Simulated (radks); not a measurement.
Effect of the nuclear size on neutral promethium, [Xe] 4f5 6s2. Method: Dirac Kohn-Sham, LDA (Slater exchange, Perdew-Wang correlation), spin-unpolarised, spherical densities, finite nucleus; open shells fill j = l - 1/2 first; Fermi nuclear charge, rms radius 4.962 fm; computed with a radial shooting solver on a logarithmic mesh with Libxc functionals. The rms radius is varied about that value; shifts are against it.

| rms radius (fm) | total energy shift (eV) | density at nucleus (e/bohr^3) | 1s1/2 shift (meV) | 2s1/2 shift (meV) | 5s1/2 shift (meV) | 5p1/2 shift (meV) | 6s1/2 shift (meV) | 4f5/2 shift (meV) | 6p1/2 (empty) shift (meV) |
|---|---|---|---|---|---|---|---|---|---|
| 4.0986 | -4.66 | 5.128e+05 | -1930 | -242 | -1.77 | 0.254 | -0.083 | 0.392 | 0.077 |
| 4.575 | -2.17 | 5e+05 | -899 | -113 | -0.824 | 0.118 | -0.039 | 0.183 | 0.036 |
| 4.962 | 0 | 4.907e+05 | 0.000 | 0.000 | 0.000 | 0.000 | 0.000 | 0.000 | 0.000 |
| 5.3242 | 2.15 | 4.828e+05 | 892 | 112 | 0.818 | -0.117 | 0.038 | -0.182 | -0.036 |
| 5.9891 | 6.41 | 4.699e+05 | 2650 | 333 | 2.43 | -0.349 | 0.114 | -0.541 | -0.106 |

Slopes of the eigenvalues against <r^2> in GHz/fm^2, as finite differences over the two radii next to the reference (eigenvalue slopes, not the field-shift constants of lines): 1s1/2 58400, 2s1/2 7330, 5s1/2 53.5, 5p1/2 -7.68, 6s1/2 2.51, 4f5/2 -11.9, 6p1/2 (empty) -2.33.
